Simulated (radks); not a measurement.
Species: neutral molybdenum. Configuration: [Kr] 4d4 5s1 5p1 (not the ground configuration).

All-electron calculation, Dirac Kohn-Sham, PBEsol, spin-unpolarised, spherical densities, finite nucleus; open shells fill j = l - 1/2 first; Fermi nuclear charge, rms radius 4.4091 fm. Program: a radial shooting solver on a logarithmic mesh with Libxc functionals.

Energy parts (eV):
| part | energy |
|---|---|
| total | -110120.355 |
| kinetic | 114175.605 |
| electron-nucleus | -265975.311 |
| Hartree | 44980.029 |
| exchange-correlation | -3300.678 |

Orbitals (lengths in bohr, moments of r in powers of bohr; <r^-3> diverges for s and p1/2; r(max) is where P^2 peaks):
orbital  occ.  eigenvalue (eV)   <1/r>      <r>  <r^-3>   r(max)
1s1/2       2        -19803.96   43.53  0.03518       -  0.02288
2s1/2       2        -2800.150   9.907   0.1535       -   0.1298
2p1/2       2        -2576.811   9.886   0.1308       -   0.1010
2p3/2       4        -2470.358   9.413   0.1354    2395   0.1048
3s1/2       2        -479.7368   3.389   0.4290       -   0.3840
3p1/2       2        -394.7641   3.288   0.4236       -   0.3711
3p3/2       4        -377.2295   3.174   0.4341   399.7   0.3805
3d3/2       4        -226.8777   2.986   0.4133   58.33   0.3208
3d5/2       6        -223.5564   2.957   0.4168   55.61   0.3235
4s1/2       2         -68.1729   1.240    1.104       -   0.9879
4p1/2       2         -43.9433   1.118    1.209       -    1.052
4p3/2       4         -41.4163   1.085    1.240   57.67    1.077
4d3/2       4          -6.9098  0.7418    1.828   4.204    1.351
4d5/2       0          -6.6783  0.7329    1.850   3.964    1.363
5s1/2       1          -5.6912  0.3840    3.345       -    2.813
5p1/2       1          -2.1437  0.2827    4.510       -    3.629
5p3/2       0          -2.0024  0.2739    4.645   3.206    3.737

The highest occupied level is 5p1/2 at -2.144 eV. The configuration is held as typed, so some empty levels lie below it. Summed over all electrons, <r^2> = 70.08 bohr^2, which gives a Langevin (diamagnetic) susceptibility term of -55.5 x 10^-6 cm^3/mol. The electron density at the nucleus is 9.072e+04 e/bohr^3. The density falls to 0.001 e/bohr^3 at r = 5.03 bohr.
